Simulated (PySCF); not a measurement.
Vertical excitations of a molecule CH7ClOSi2 from TDA-PBE/def2-SVPD (PySCF), as energy in eV (oscillator strength): 6.02 (0.002), 6.10 (0.020), 6.49 (0.029), 6.82 (0.006), 6.92 (0.079), 6.94 (0.011), 7.03 (0.012), 7.20 (0.064), 7.23 (0.006), 7.25 (0.002). Lowest triplet (TDA): 5.74 eV. The structure is a stationary point at PBE0-D3(BJ)/def2-SVP. Other conformers were not sampled.

Problem. Pick the molecule that these values belong to.
(A) [SiH3]CO[SiH2]Cl
(B) C[Si@H](Cl)[SiH2]O
(C) O[Si@@H](Cl)C[SiH3]
(D) C[Si@@H](O)[SiH2]Cl

Solution. A, [SiH3]CO[SiH2]Cl
